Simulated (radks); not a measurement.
Results of a calculation; reference values are marked as such.
All-electron atom: Eu6+ in [Kr] 4d10 4f5 5s2 5p4. Code: a radial shooting solver on a logarithmic mesh with Libxc functionals. Model: Dirac Kohn-Sham, PBE, spin-unpolarised, spherical densities, finite nucleus; open shells are shared between the two j in proportion to 2j + 1; Fermi nuclear charge, rms radius 5.1115 fm. Some entries of the table are withheld. Estimate them.

orbital     occ.  eigenvalue (Ry)  r(max) (bohr)
1s1/2          2        -3557.388        0.01420
2s1/2          2        -589.3039        0.08072
2p1/2          2        -559.4297        0.06107
2p3/2          4        -511.8052        0.06680
3s1/2          2        -134.7895         0.2291
3p1/2          2        -121.8810         0.2162
3p3/2          4        -112.1735         0.2284
3d3/2          4        -89.82318         0.1818
3d5/2          6        -87.71169         0.1852
4s1/2          2        -31.87389         0.5271
4p1/2          2              (1)            (2)
4p3/2          4              (3)            (4)
4d3/2          4        -16.45947         0.5662
4d5/2          6        -16.06598         0.5745
5s1/2          2         -8.78830          1.189
5p1/2    1.33333         -7.26950          1.272
5p3/2    2.66667         -6.88623          1.332
4f5/2    2.14286         -6.32914            (5)
4f7/2    2.85714         -6.27276            (6)
5d3/2          0         -4.66748          1.581
5d5/2          0         -4.61309          1.601
6s1/2          0              (7)          2.498

Answer. 
(1) 4p1/2 eigenvalue (Ry): -26.87455
(2) 4p1/2 r(max) (bohr): 0.5319
(3) 4p3/2 eigenvalue (Ry): -24.70888
(4) 4p3/2 r(max) (bohr): 0.5575
(5) 4f5/2 r(max) (bohr): 0.5717
(6) 4f7/2 r(max) (bohr): 0.5760
(7) 6s1/2 eigenvalue (Ry): -3.79312
